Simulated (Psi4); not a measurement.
Dimer: H2S (SMILES S) (first 3 atoms) with AsH3 (SMILES [AsH3]); geometry from B3LYP-D3(BJ)/def2-TZVP, rigid monomers moved along the line of their centres of mass till S1···As4 is 5.29 Å.
(charge 0, multiplicity 1):
| atom | x (Å) | y (Å) | z (Å) |
|---|---|---|---|
| S | 0.5924 | 0.2536 | -0.7813 |
| H | -0.3709 | 1.0690 | -0.3243 |
| H | -0.2505 | -0.7879 | -0.8633 |
| As | -0.6313 | -0.5410 | 4.3001 |
| H | -0.0762 | -1.8931 | 3.8714 |
| H | -0.6543 | -0.9488 | 5.7722 |
| H | 0.7616 | 0.0614 | 4.4210 |

These are SAPT0/aug-cc-pVDZ (Psi4) values and carry that method's errors.

Q: Which attractive term is largest, and how does the interaction split up?

A: electrostatics -0.18, exchange 0.03, induction -0.01, dispersion -0.26, total -0.43 kcal/mol; the largest attraction is dispersion.
